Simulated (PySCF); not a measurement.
A calculated (LDA, PySCF 2.14, x2c-SVPall, the spin-free X2C one-electron Hamiltonian (Gaussian nucleus)) atom or ion has these occupied shells.

```tsv
shell	electrons	orbital energy (eV)	rms radius, mean of both spins (bohr)
1s α	1	-19782.4	0.0404
1s β	1	-19782.4	0.0404
2s α	1	-2812.1	0.167
2s β	1	-2811.7	0.167
2p α	3	-2519.9	0.148
2p β	3	-2519.6	0.148
3s α	1	-493.91	0.459
3s β	1	-493.57	0.459
3p α	3	-397.86	0.465
3p β	3	-397.49	0.465
3d α	5	-240.69	0.456
3d β	5	-240.21	0.456
4s α	1	-83.789	1.18
4s β	1	-81.425	1.18
4p α	3	-57.897	1.31
4p β	3	-55.370	1.31
4d α	4	-22.040	1.88
```

**Question.** Name the element and its charge.

**Answer.** Mo²⁺ (molybdenum, charge +2), in [Kr] 4d4, high-spin 5D determinant.
